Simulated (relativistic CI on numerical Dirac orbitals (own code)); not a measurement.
# Ir⁷⁺: O2,3 absorption edge

Computed with this model: Dirac-Coulomb-Breit CI, KLI orbitals optimised for each configuration, model QED, valence Slater integrals scaled by 0.7, multiplet model of core-to-valence dipole absorption; configurations [Xe] 4f14 5d2 → [Kr] 4d10 4f14 5s2 5p5 5d3; 80 K; Lorentzian 1 eV and Gaussian 0.3 eV FWHM. Energies are those of the free ion, without screening or charge transfer. The branching ratio is the share of the lower-energy edge in the whole absorption, uncertain by about 0.02 where the edges overlap. S is read from ⟨S²⟩ = S(S + 1).

Computed curve for free ion, scaled to 100 at the maximum (points under 2 are left out and the grid is thinned):

```tsv
Energy (eV)	Intensity
50.25	2.2
51.00	2.4
51.50	2.5
52.25	3.3
53.00	5.2
53.75	9.7
54.25	15.7
55.00	31.6
55.75	74.7
56.25	100.0
57.00	49.6
57.75	38.5
58.50	21.2
59.00	19.5
59.75	19.7
60.50	29.9
61.00	28.8
61.75	11.3
62.50	6.6
63.25	4.2
63.75	3.6
64.50	3.6
65.25	4.7
66.00	8.4
66.50	16.1
67.25	37.7
68.00	55.1
68.50	37.0
69.25	13.8
70.00	8.9
70.75	9.5
71.25	11.4
72.00	30.5
72.75	43.1
73.25	18.1
74.00	6.7
74.75	3.6
75.50	2.5
76.00	2.7
76.75	2.1
```

The ground state has S = 0.91, and the centroid lies at 62.31 eV.
